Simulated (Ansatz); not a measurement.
Cost and result up the ladder for Au2O (3 atoms). Total charge 0; singlet. Geometry: r2SCAN-D4/def2-TZVP.

Cartesian coordinates in Å:
```
Au 1.832 0.653 0.671
Au -0.308 0.300 -0.572
O -1.524 -0.953 -0.099
```

Ansatz on 2 threads of Arm Neoverse V1 on a shared host. Times are rough, and most runs start from the orbitals of an earlier one. No level here is sound enough to serve as a yardstick. Binding counts from free atoms at the same level (Au doublet, O triplet; other spins of the atoms weren't run), without zero-point energy or a counterpoise term.

In the def2 sets Au takes a core potential; there is no spin–orbit coupling. No other spin state of charge 0 was run. Another isomer (singlet) lies 1.10 eV lower at PBE0-D4/def2-TZVP; other spin states weren't run for this one.

Run but left out: CCSD(T)/def2-TZVPP (restricted singlet, unstable towards broken spin symmetry).

```csv
level,functions,wall time,binding energy per atom (eV),remarks
PBE-D4/def2-TZVP (with forces),111,2.1 s,1.34,restricted SCF unstable in HF
PBE0-D4/def2-TZVP,111,2.3 s,0.91,restricted SCF unstable in HF
r2SCANh-D4/def2-TZVP,111,3.9 s,1.04,restricted SCF unstable in HF
r2SCAN-D4/def2-TZVP,111,4.1 s,1.20,restricted SCF unstable in HF
r2SCAN0-D4/def2-TZVP,111,4.3 s,0.81,restricted SCF unstable in HF
```
